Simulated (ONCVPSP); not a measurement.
Plane-wave convergence, ONCV potential for La

```
Element                 : La (Z = 57)
Generator               : ONCVPSP 4.0.1
Type                    : optimised norm-conserving Vanderbilt (ONCV)
Functional              : LDA (Perdew-Zunger)
Relativity              : fully relativistic
Frozen core             : [Kr] 4d10
Valence charge          : 11
Reference configuration : 5s2 5p6 5d1 6s1.5 6p0.5
Partial waves           : 5s+6s: rc 2.25 bohr, ncon 4, nbas 7, qcut 4.6 1/bohr, 2 projectors; 5p+6p: rc 2.70 bohr, ncon 5, nbas 8, qcut 5.2 1/bohr, 2 projectors; 5d: rc 4.00 bohr, ncon 3, nbas 8, qcut 4.6 1/bohr, 1 projector; f scattering state at 0.23 Ha: rc 3.40 bohr, ncon 4, nbas 8, qcut 3.8 1/bohr, 2 projectors, debl 3.4 Ha
Local potential         : polynomial inside 1.85 bohr (lpopt 5, dvloc0 1 Ha)
Core correction         : polynomial model core, fcfact 0.35
```

Open shells are filled in proportion to 2j + 1.

In the f channel the program set the typed energies aside and used -0.185, 3.215 Ha (j = l + 1/2; the other j can differ).

**Question.** For each optimised wave give the share of its norm inside rc, the residual kinetic energy above qcut (Ha) and the cutoffs (Ha) for errors of 10, 1, 0.1 and 0.01 mHa per electron.

**Answer.**

| wave | norm inside rc | residual KE | 10 mHa | 1 mHa | 0.1 mHa | 0.01 mHa |
| --- | --- | --- | --- | --- | --- | --- |
| 5s | 0.908 | 1.0e-04 | 6.6 | 8.7 | 11.6 | 24.0 |
| 6s | 0.055 | 6.8e-05 | 5.0 | 8.2 | 10.4 | 18.7 |
| 5p j=3/2 | 0.907 | 8.7e-06 | 3.8 | 8.8 | 11.3 | 14.3 |
| 6p j=3/2 | 0.038 | 2.3e-06 | 2.5 | 4.2 | 9.8 | 12.2 |
| 5p j=1/2 | 0.929 | 7.4e-06 | 3.9 | 8.2 | 11.0 | 14.0 |
| 6p j=1/2 | 0.042 | 2.5e-06 | 2.8 | 4.2 | 9.5 | 12.2 |
| 5d j=5/2 | 0.816 | 2.3e-10 | 3.8 | 5.2 | 6.5 | 7.5 |
| 5d j=3/2 | 0.830 | 2.9e-10 | 3.9 | 5.3 | 6.5 | 7.6 |
| f projector 1 j=7/2 | 0.987 | 8.2e-03 | 7.4 | 20.8 | 25.6 | 38.5 |
| f projector 2 j=7/2 | 0.196 | 2.5e-02 | 11.0 | 28.3 | 32.2 | 47.3 |
| f projector 1 j=5/2 | 0.988 | 8.4e-03 | 7.5 | 20.9 | 25.7 | 38.6 |
| f projector 2 j=5/2 | 0.196 | 2.5e-02 | 11.0 | 28.3 | 32.2 | 47.3 |

The occupied waves need 8.8 Ha and 12 Ha for 1 and 0.1 mHa. The cutoffs count occupied waves only; projector 2 of the f channel, the hardest unoccupied one, needs 28 Ha at the loose tolerance. Note: no bound ghost flagged but for a GHOST(-) flag that falls on a real empty level of the atom; GHOST(+) flagged for s at 113.4 eV.
